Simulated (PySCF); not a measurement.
Te(F)4 cation (F4Te), SMILES F[Te](F)(F)F (connectivity only; charge and spin as stated), charge +1, multiplicity 2.

Geometry: B3LYP-D3(BJ)/def2-SVP. The multiplicity is an assumed one; other spin states were not compared. The isomer is the one that the SMILES or the coordinates give; other isomers of the formula were not compared. The def2 effective core potentials stand for the cores of Te; spin–orbit coupling is left out.

Calculation: B3LYP-D3(BJ)/def2-SVP (PySCF 2.14.0).

Frequencies are harmonic and unscaled.

Give all harmonic wavenumbers and intensities. (An estimate is asked for; the answer gives what the named calculation found.)


| mode | ν (cm⁻¹) | IR (km/mol) | moving atoms (share of kinetic energy) |
|---|---|---|---|
| 1 | 115 | 11.2 | F 81 %, Te 19 % |
| 2 | 126 | 3.5 | F 93 % |
| 3 | 197 | 0.0 | F 100 % |
| 4 | 214 | 18.8 | F 82 %, Te 18 % |
| 5 | 227 | 15.3 | F 89 %, Te 11 % |
| 6 | 503 | 3.0 | F 75 %, Te 25 % |
| 7 | 555 | 1.1 | F 99 % |
| 8 | 712 | 26.3 | F 88 %, Te 12 % |
| 9 | 719 | 44.4 | F 85 %, Te 15 % |
